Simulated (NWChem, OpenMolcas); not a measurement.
**How basis sets differ on AlPNH4OF (SMILES [NH2][Al]([F])[PH]O)**

AlPNH4OF has 9 atoms, charge 0, and is taken as a singlet. As SMILES, `[NH2][Al]([F])[PH]O`. The shape is that of a PBE0-D4/def2-TZVP optimisation. This is one conformer, not always the lowest.

```xyz
9

N     1.4892    1.0046   -0.1858
Al    0.8824   -0.5729    0.2852
F     1.9053   -1.6774    0.9660
P    -1.3227   -1.1961   -0.1584
O    -1.8899    0.3511   -0.4715
H     0.8939    1.7227   -0.5659
H     2.4317    1.3389   -0.0724
H    -1.6432   -1.3102    1.2303
H    -2.6581    0.2930   -1.0446
```

Quantity: the HOMO–LUMO gap, in eV. The values are calculated.

```csv
level,kind,program,value (eV)
HF/ANO-R0 (sfX2C),Hartree–Fock,OpenMolcas,12.01
HF/ANO-XS-MB (DKH2),Hartree–Fock,OpenMolcas,12.60
HF/STO-3G,Hartree–Fock,OpenMolcas,15.65
HF/3-21G,Hartree–Fock,OpenMolcas,12.30
HF/def2-SVP,Hartree–Fock,NWChem,12.23
```

The values span 12.01 to 15.65 eV. A Hartree–Fock LUMO above zero doesn't converge with the basis: it sinks as sets grow more diffuse. Orbital gaps aren't excitation energies.
